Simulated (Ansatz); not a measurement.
A run for Ansatz (a first-principles code): U-PBE/def2-TZVPP on SeF+, 2S+1 = 3, a spin state set in the input, which need not be the lowest, a point of a bond scan (R = 1.663 Å). Charge +1.

Ansatz 0.2 input:
```yaml
crystal:
  periodic: [false, false, false]
  atoms:
    - {symbol: F, position_ang: [0.00000000, 0.00000000, 0.00000000]}
    - {symbol: Se, position_ang: [0.00000000, 0.00000000, 1.66331100]}
basis:
  gaussian:
    orbitals: def2-TZVPP
    pivot_positions_ang: [[0.00000000, 0.00000000, 0.00000000], [0.00000000, 0.00000000, 1.66331100]]
hamiltonian:
  xc: {name: PBE}
total_charge: 1
magnetization: {spin_polarized: true, initial_magnetization: 2}
output: {forces: true, orbitals: {seedname: ./end}}
```

Task: Predict the final total energy.

Result: -2500.5849 hartree.
